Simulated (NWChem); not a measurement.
System meant: InH₃S; SMILES [SH][InH2]

Input file for NWChem:

```
start job
memory heap 200 mb stack 900 mb global 1100 mb
geometry units angstroms noautoz
  In    -0.024534    -0.668358     0.000000
  H      1.515629    -1.429878     0.000000
  H     -1.598481    -1.364093     0.000000
  S      0.076789     1.741378     0.000000
  H     -1.264522     1.904879     0.000000
end
basis spherical
  * library def2-svp
end
dft
  xc pbe0
  iterations 150
  mulliken
end
task dft energy
```

End of the output:

```
             Grid Information
             ----------------
          Grid used for XC integration:  medium
          Radial quadrature: Mura-Knowles
          Angular quadrature: Lebedev.
          Tag              B.-S. Rad. Rad. Pts. Rad. Cut. Ang. Pts.
          ---              ---------- --------- --------- ---------
          In                  1.55      123          10.0       590
          H                   0.35       45          11.0       434
          S                   1.00       88          10.0       590
          Grid pruning is: on
          Number of quadrature shells:   346
          Spatial weights used:  Erf1

          Convergence Information
          -----------------------
          Convergence aids based upon iterative change in
          total energy or number of iterations.
          Levelshifting, if invoked, occurs when the
          HOMO/LUMO gap drops below (HL_TOL):  1.00D-02
          DIIS, if invoked, will attempt to extrapolate
          using up to (NFOCK): 10 stored Fock matrices.

                    Damping( 0%)  Levelshifting(0.5)       DIIS
                  --------------- ------------------- ---------------
          dE  on:    start            ASAP                start
          dE off:    2 iters        150 iters           150 iters

      Screening Tolerance Information
      -------------------------------
          Density screening/tol_rho:  1.00D-10
          AO Gaussian exp screening on grid/accAOfunc:  14
          CD Gaussian exp screening on grid/accCDfunc:  20
          XC Gaussian exp screening on grid/accXCfunc:  20
          Schwarz screening/accCoul:  1.00D-08

      Superposition of Atomic Density Guess
      -------------------------------------

      charge =      49.0 In (Indium)

      symmetry species            s     p     d     f
      number of basis functions =10     7     6
      number of cont. functions = 4     4     2
      number of closed shells   = 5     3     2
      number of open shells     = 0     1     0
      open shell occupation     = 0     1     0
 ------------------------------------------------------------------------
 atomscf:atomd: error in atom scf                   0
 ------------------------------------------------------------------------
 ------------------------------------------------------------------------
  current input line :
    18: task dft energy
 ------------------------------------------------------------------------
 ------------------------------------------------------------------------
 This error has not yet been assigned to a category
 ------------------------------------------------------------------------
 For more information see the NWChem manual at https://nwchemgit.github.io

0:atomscf:atomd: error in atom scf:Received an Error in Communication
```

**Question.** Find the fault in this run and fix the input.

**Answer.** The program stopped with an error. Cause: the def2 basis of a heavy element holds valence functions alone and wants its effective core potential (without it all electrons must fit into that basis). This input runs:
```
start job
memory heap 200 mb stack 900 mb global 1100 mb
geometry units angstroms noautoz
  In    -0.024534    -0.668358     0.000000
  H      1.515629    -1.429878     0.000000
  H     -1.598481    -1.364093     0.000000
  S      0.076789     1.741378     0.000000
  H     -1.264522     1.904879     0.000000
end
basis spherical
  In library def2-svp
  H library def2-svp
  S library def2-svp
end
ecp
  In library def2-ecp
end
dft
  xc pbe0
  iterations 150
  mulliken
end
task dft energy
```
It converges to -589.86118 Ha (PBE0/def2-SVP with def2 effective core potentials on In).
